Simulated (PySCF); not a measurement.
C₄H₅BO.

```xyz
11

C      0.0000     0.0000     2.8969
C      0.0000     0.0000     1.6726
B      0.0000     0.0000     0.1682
C      0.0000     1.0619    -1.0015
O      0.0000     0.0000    -1.9836
C      0.0000    -1.0619    -1.0015
H      0.0000     0.0000     3.9728
H     -0.8919     1.7155    -1.0860
H      0.8919     1.7155    -1.0860
H      0.8919    -1.7155    -1.0860
H     -0.8919    -1.7155    -1.0860
```

Geometry: r2SCAN-D4/def2-SVP. This is a generated structure with no PubChem entry under its InChIKey; it may be hypothetical.

These are KT2/pcSseg-1 (PySCF) values and carry that method's errors. Non-relativistic, no solvent.

Computed absolute GIAO shielding of each atom: isotropic value and principal components (ppm):
| atom | σ(iso) | σ11 | σ22 | σ33 | span |
|---|---|---|---|---|---|
| C1 | 57.0 | 16.9 | 33.7 | 120.3 | 103.4 |
| C2 | 97.4 | 6.5 | 6.7 | 279.1 | 272.6 |
| B3 | 18.5 | -59.7 | -3.5 | 118.8 | 178.5 |
| C4 | 98.7 | 77.3 | 82.1 | 136.8 | 59.5 |
| O5 | 301.4 | 262.5 | 309.6 | 332.1 | 69.6 |
| C6 | 98.7 | 77.3 | 82.1 | 136.8 | 59.5 |
| H7 | 25.7 | 24.1 | 24.2 | 28.9 | 4.8 |
| H8 | 26.3 | 23.1 | 25.0 | 30.8 | 7.7 |
| H9 | 26.3 | 23.1 | 25.0 | 30.8 | 7.7 |
| H10 | 26.3 | 23.1 | 25.0 | 30.8 | 7.7 |
| H11 | 26.3 | 23.1 | 25.0 | 30.8 | 7.7 |
